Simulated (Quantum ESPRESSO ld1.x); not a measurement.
The numbers below are computed, except where a source is named.
Q: Species: the iron ion Fe2+. Configuration: [Ne] 3s1 3p6 3d6 4s1 (not the ground configuration). Level of theory: scalar-relativistic Kohn-Sham, rPW86 exchange with PBE correlation, spin-unpolarised, spherical densities, point nucleus (ld1.x of Quantum ESPRESSO 7.5). Some entries of the table are withheld. Estimate them.

orbital  occ.  eigenvalue (hartree)  <r^2> (bohr^2)  <1/r> (bohr^-1)
1s          2              -258.583        0.004589            26.00
2s          2              -31.2108         0.08394            5.565
2p          6              -26.7464         0.06803            5.458
3s          1              -4.45308          0.7418            1.764
3p          6              -3.19136          0.8359            1.628
3d          6              -1.21366             (1)            1.306
4s          1              -0.84198           6.381              (2)

A: 
(1) 3d <r^2> (bohr^2): 1.270
(2) 4s <1/r> (bohr^-1): 0.5521
